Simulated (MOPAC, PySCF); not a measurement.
The group X on allyl-X is varied. Isolated molecules, 0 K electronic values unless said otherwise. One relaxed conformer stands for each flexible species; it need not be the lowest. Strings in code marks are SMILES.

Quantity: vertical ionisation energy (energy after one electron is removed minus that of the parent at the parent's geometry), in eV.

Level 1: B3LYP-D3(BJ)/def2-TZVP (PySCF)
Level 2: PBE-D3(BJ)/def2-TZVP // B3LYP-D3(BJ)/def2-TZVP (PySCF)
Level 3: minus the HOMO energy of PM3 // B3LYP-D3(BJ)/def2-TZVP (MOPAC)
Level 4: minus the HOMO energy of PM7 // B3LYP-D3(BJ)/def2-TZVP (MOPAC)

```json
[
 {"species": "`C=CCS` (C–C–C–S torsion -117°, C–C–S–H torsion 57°)", "level 2": "8.82", "level 3": "9.31", "level 4": "8.99"},
 {"species": "`C=CC[SeH]` (C–C–C–Se torsion -115°, C–C–Se–H torsion 57°)", "level 2": "8.53", "level 3": "9.37", "level 4": "8.21"},
 {"species": "`C=CC[SiH3]` (C–C–C–Si torsion 106°)", "level 2": "9.18", "level 3": "9.62", "level 4": "9.86"}
]
```

### Question
What does level 1 give for each, and how far do the other levels lie from it on average?

### Answer

- `C=CCS` (C–C–C–S torsion -117°, C–C–S–H torsion 57°): 9.02
- `C=CC[SeH]` (C–C–C–Se torsion -115°, C–C–Se–H torsion 57°): 8.72
- `C=CC[SiH3]` (C–C–C–Si torsion 106°): 9.27
Mean absolute difference from level 1, which has limits of its own, over these rows (drawn at random from the members that have all these levels): level 2 0.161 eV, level 3 0.431 eV, level 4 0.376 eV.
